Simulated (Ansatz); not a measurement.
H3NSn (SMILES [NH2][SnH]) moved off its minimum; all values from Ansatz (a quantum-chemistry and plane-wave program), cores frozen in correlated methods. Elements past Kr take the def2 small-core potentials, without spin–orbit coupling.
(charge 0, multiplicity 1)
```xyz
5

Sn    -0.04670     0.15295     0.32196
H     -0.61208     1.32845    -0.98229
N      0.69706    -0.91059    -1.11394
H      0.57380    -0.90178    -2.14277
H      1.11205    -1.95576    -0.88470
```

Forces at MP2/def2-TZVPPD (eV/Å):

```json
[
 {"atom": "Sn1", "Fx": "-1.025", "Fy": "1.754", "Fz": "0.773"},
 {"atom": "H2", "Fx": "0.078", "Fy": "-0.239", "Fz": "0.621"},
 {"atom": "N3", "Fx": "2.237", "Fy": "-5.514", "Fz": "-1.765"},
 {"atom": "H4", "Fx": "0.044", "Fy": "0.353", "Fz": "1.077"},
 {"atom": "H5", "Fx": "-1.334", "Fy": "3.646", "Fz": "-0.706"}
]
```

### Question
Give the forces (eV/Å), the total energy and the dipole at CCSD(T)/def2-TZVPPD.

### Answer

```tsv
atom	Fx	Fy	Fz
Sn1	-1.002	1.687	0.905
H2	0.034	-0.146	0.521
N3	2.225	-5.432	-1.795
H4	0.039	0.346	1.060
H5	-1.296	3.545	-0.690
```
Energy -269.8994 hartree, dipole 1.32 D.
